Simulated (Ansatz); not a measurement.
Dissociation curve of GeH, doublet.

Calculation: full CI/aug-cc-pVTZ, cores with 3d frozen run with Ansatz (an electronic-structure program).

Relative to R = 1.60 Å, what are the energies at R = 1.52, 1.68, 1.77, 1.85 Å?

1.2 kcal/mol at 1.52 Å, 0.7 kcal/mol at 1.68 Å, 3.2 kcal/mol at 1.77 Å, 6.3 kcal/mol at 1.85 Å.
